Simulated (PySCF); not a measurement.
# Bond length, frequency and bond energy of BAs by level of theory

State: ³Π (triplet), unpaired electrons σ ↑, π ↑. Set-up: PySCF, no relativity, basis sets B 6-31G(d,p), As 6-31G(d,p). De refers to B + As in their high-spin ground configurations, without counterpoise correction. The functionals are run spin-unrestricted. A positive dipole means B(−)As(+).

```json
{"Level": "ROHF", "Re (Å)": "1.831", "ωe (cm⁻¹)": "878", "De (eV)": "1.19", "μ (D)": "-1.02"}
{"Level": "ROHF-MP2", "Re (Å)": "1.855", "ωe (cm⁻¹)": "838", "De (eV)": "2.51", "μ (D)": "n/a"}
{"Level": "ROHF-SCS-MP2", "Re (Å)": "1.859", "ωe (cm⁻¹)": "822", "De (eV)": "2.31", "μ (D)": "n/a"}
{"Level": "ROHF-CCSD", "Re (Å)": "1.861", "ωe (cm⁻¹)": "809", "De (eV)": "2.17", "μ (D)": "n/a"}
{"Level": "ROHF-CCSD(T)", "Re (Å)": "1.873", "ωe (cm⁻¹)": "785", "De (eV)": "2.39", "μ (D)": "n/a"}
{"Level": "PBE", "Re (Å)": "1.873", "ωe (cm⁻¹)": "783", "De (eV)": "3.40", "μ (D)": "-0.07"}
{"Level": "revPBE", "Re (Å)": "1.879", "ωe (cm⁻¹)": "773", "De (eV)": "3.16", "μ (D)": "-0.08"}
{"Level": "r²SCAN", "Re (Å)": "1.856", "ωe (cm⁻¹)": "817", "De (eV)": "3.25", "μ (D)": "-0.33"}
{"Level": "PBE0", "Re (Å)": "1.852", "ωe (cm⁻¹)": "821", "De (eV)": "3.08", "μ (D)": "-0.27"}
{"Level": "B97-3", "Re (Å)": "1.857", "ωe (cm⁻¹)": "810", "De (eV)": "3.01", "μ (D)": "-0.21"}
{"Level": "BHandHLYP", "Re (Å)": "1.845", "ωe (cm⁻¹)": "826", "De (eV)": "2.66", "μ (D)": "-0.48"}
{"Level": "CAM-B3LYP", "Re (Å)": "1.844", "ωe (cm⁻¹)": "828", "De (eV)": "2.90", "μ (D)": "-0.37"}
```

The bond length runs from 1.831 Å (ROHF) to 1.879 Å (revPBE). De spans 1.19 eV (ROHF, mean field) to 3.40 eV (PBE, GGA). Correlation at CCSD(T) changes the Hartree–Fock bond energy by +1.20 eV; the triples alone change it by +0.22 eV.

Correlated steps freeze 10 core orbitals. Correlated levels converge slowly with the basis: in double zeta they bind strong bonds too weakly, by up to about 1 eV, and carry superposition errors of some tenths. Spin–orbit coupling is left out. The state was picked by a PBE0 search and need not be the measured ground state.
